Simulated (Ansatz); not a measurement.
Cartesian coordinates in Å:
```
F -2.506 -0.222 -1.230
Ti -1.163 0.839 -0.867
F -0.460 1.425 -2.359
F -1.726 2.194 0.086
O 0.054 -0.048 0.042
Si 1.205 -0.871 0.899
H 1.376 -0.208 2.214
H 2.474 -0.839 0.134
H 0.746 -2.269 1.081
```

Charge 0, multiplicity 1.

List the PBE0/def2-TZVPP orbital energies in eV (Ansatz 0.2.0). (Estimate.)

Ansatz gave: Occupied: -4876.91, -1803.68, -674.17, -674.17, -674.17, -547.51, -523.70, -457.14, -457.14, -457.13, -145.93, -100.64, -100.57, -100.57, -68.66, -44.35, -44.35, -44.23, -32.61, -32.28, -32.28, -27.80, -15.99, -13.52, -13.52, -13.29, -13.10, -13.10, -12.88, -12.40, -12.30, -12.30, -11.96, -11.61, -11.61, -9.66, -9.66. Lowest empty: -2.50, -2.50, -1.47, -1.28, -1.28, -0.48, 0.66, 1.31.
